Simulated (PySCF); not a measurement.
Stepwise substitution at one centre (Al NH2-SiH3). All species are isolated molecules in the gas phase. Strings in code marks are SMILES.

Method: PBE-D3(BJ)/def2-TZVP // B3LYP-D3(BJ)/def2-TZVP run with PySCF 2.14.0. Excitations are Tamm–Dancoff values on a coarser integration grid. The basis has no diffuse functions, so Rydberg states are missing or too high.

```csv
species,dipole moment (D),HOMO (eV),S1 oscillator strength,S1 excitation (TDA) (eV)
0 of 3 NH2 replaced by SiH3 (`[NH2][Al]([NH2])[NH2]`),0.00,-5.28,[?],4.87
1 of 3 NH2 replaced by SiH3 (`[NH2][Al]([SiH3])[NH2]`),[?],-5.60,0.048,5.05
2 of 3 NH2 replaced by SiH3 (`[NH2][Al]([SiH3])[SiH3]`),1.79,-6.08,0.000,4.14
3 of 3 NH2 replaced by SiH3 (`[SiH3][Al]([SiH3])[SiH3]`),0.10,-6.31,[?],[?]
```

Q: Fill in the missing entries.

A: 
- 0 of 3 NH2 replaced by SiH3 (`[NH2][Al]([NH2])[NH2]`), S1 oscillator strength: 0.004
- 1 of 3 NH2 replaced by SiH3 (`[NH2][Al]([SiH3])[NH2]`), dipole moment (D): 1.82
- 3 of 3 NH2 replaced by SiH3 (`[SiH3][Al]([SiH3])[SiH3]`), S1 oscillator strength: 0.000
- 3 of 3 NH2 replaced by SiH3 (`[SiH3][Al]([SiH3])[SiH3]`), S1 excitation (TDA) (eV): 3.13
